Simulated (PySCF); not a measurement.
## Correlation energy of Nb (niobium, neutral)

[Kr] 4d3 5s2, high-spin 4F determinant (an excited configuration). Computed with PySCF 2.14 in aug-cc-pVDZ-PP with ECP28MDF (5s5p4d2f, 54 functions), with a scalar-relativistic core potential. Frozen: 4s2 4p6; 5 electrons correlated.

MP2 pair energies summed by pair of shells (mhartree):

```json
{"pair": "4d-5s", "energy": "-26.85", "share (%)": "46.9"}
{"pair": "5s-5s", "energy": "-19.22", "share (%)": "33.6"}
{"pair": "4d-4d", "energy": "-11.14", "share (%)": "19.5"}
```

Total MP2 correlation energy: -57.20 mhartree.

Same-spin part -21.17 and opposite-spin part -36.03 mhartree; SCS-MP2 scales them by 1/3 and 6/5 to -50.29 mhartree.
